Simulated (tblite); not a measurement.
C5H12F2SSi.
Cartesian coordinates in Å at the GFN2-xTB level; atoms count from 1:
```xyz
21
C5H12F2SSi angstrom
C     -0.644   -0.919    1.432
C     -0.622   -0.286    0.034
C     -1.622   -1.023   -0.861
C     -1.055    1.174    0.171
S     -0.821    2.138   -1.368
Si     1.124   -0.433   -0.746
F      1.564   -1.986   -0.586
C      2.467    0.486    0.268
F      2.212    1.842    0.351
H     -0.335   -1.961    1.382
H     -1.651   -0.882    1.846
H      0.021   -0.393    2.115
H     -1.694   -0.538   -1.833
H     -2.612   -1.022   -0.405
H     -1.315   -2.054   -1.013
H     -0.499    1.687    0.953
H     -2.121    1.235    0.399
H      0.384    2.611   -1.072
H      1.221   -0.168   -2.171
H      3.451    0.387   -0.195
H      2.537    0.124    1.297
```

Computed values, GFN2-xTB/tblite, gas phase, harmonic and unscaled. The method is semi-empirical: single wavenumbers can be off by several per cent or more. Modes of hydrogen on silicon and sulfur can be 10 to 20 % off. One conformer, not necessarily the lowest.

Harmonic wavenumbers (cm⁻¹): 36.6, 65.9, 84.7, 109.4, 137.8, 160.5, 169.3, 224.0, 249.5, 262.6, 276.4, 287.4, 313.2, 347.7, 374.5, 442.7, 582.9, 622.1, 664.2, 716.6, 747.4, 768.8, 790.9, 796.0, 903.5, 943.0, 969.9, 982.4, 1024.2, 1033.2, 1105.8, 1166.8, 1194.1, 1210.4, 1240.8, 1262.6, 1275.2, 1409.7, 1425.0, 1440.9, 1451.2, 1491.9, 1498.8, 1505.1, 1508.6, 2364.6, 2468.6, 2952.8, 2969.8, 2978.7, 3005.7, 3007.2, 3011.3, 3022.3, 3032.6, 3038.5, 3041.5.

A = 1186, B = 1014, C = 722.5 MHz; mass 170.040 u (most abundant isotopes); point group C1, symmetry number 1.

**Question.** What is the zero-point energy?

**Answer.** ½Σν̃ = 35084 cm⁻¹ = 100.31 kcal/mol.

**Question.** Give the ideal-gas entropy at 298.15 K and 1 bar in the rigid-rotor, harmonic-oscillator model (classical rotation).

**Answer.** Translation 41.33, rotation 30.29, vibration 40.81: S = 112.4 cal/(mol K).

**Question.** And Cp and H(298.15 K) − H(0)?

**Answer.** Cp = 47.41 cal/(mol K), of which vibrations give 39.46 (their classical limit is 57 R = 113.3); H(298.15 K) − H(0) = 8.70 kcal/mol without the zero-point energy, 6.33 from vibrations.

**Question.** How do the functions run with temperature in this model?

**Answer.** 
```
 T (K)  S (cal/(mol K))  Cp (cal/(mol K))  H − H(0) (kcal/mol)  G − H(0) (kcal/mol)  ln q(vib)
    50             61.9              15.2                 0.54                -2.55       0.77
   100             75.1              23.9                 1.53                -5.99       2.46
373.15            123.9              55.2                12.55               -33.69      12.49
   500            141.7              66.5                20.30               -50.56      16.77
   750            171.9              82.3                39.04               -89.88      24.57
  1000            197.1              92.7                61.00              -136.09      31.60
```

q(vib) and H(0) count from the zero-point level.

**Question.** Which modes carry the vibrational entropy at 298.15 K?

**Answer.** 36.6 cm⁻¹: 5.44; 65.9 cm⁻¹: 4.27; 84.7 cm⁻¹: 3.78; 109.4 cm⁻¹: 3.28; 137.8 cm⁻¹: 2.83; 160.5 cm⁻¹: 2.54 cal/(mol K); the other 51 give 18.67 together.

Hindered rotation and anharmonicity are outside this model. Other conformers, if any are populated, would add a mixing term that is left out. The structure is chiral; the term R ln 2 for an equal mix with its mirror image is left out.
